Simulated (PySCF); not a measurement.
The same groups moved round the core (silole hydroxy). Gas-phase values, no solvent. One relaxed conformer stands for each flexible species; it need not be the lowest. Strings in code marks are SMILES.

The T1 excitation (TDA) from two functionals at the same geometries (PBE0-D4/def2-TZVP), both in PySCF: PBE-D3(BJ)/def2-TZVP and PBE0-D4/def2-TZVP. Excitations are Tamm–Dancoff values on a coarser integration grid. The basis has no diffuse functions, so Rydberg states are missing or too high.

```csv
species,PBE-D3(BJ)/def2-TZVP (eV)
`OC1=CC=C[SiH2]1` (H–O–C–Si torsion 0°),2.42
`OC1=C[SiH2]C=C1` (H–O–C–C torsion 0°),2.76
`O[SiH]1C=CC=C1` (H–O–Si–C torsion 54°),2.57
```

Q: What does PBE0-D4/def2-TZVP give for each?

A: 
- `OC1=CC=C[SiH2]1` (H–O–C–Si torsion 0°): 2.41
- `OC1=C[SiH2]C=C1` (H–O–C–C torsion 0°): 2.80
- `O[SiH]1C=CC=C1` (H–O–Si–C torsion 54°): 2.53
Over these rows, drawn at random from the members with no instability flagged (it was tested for open shells, ions and some series alone), PBE minus PBE0-D4: mean 0.00 eV, from -0.04 eV to +0.04 eV.
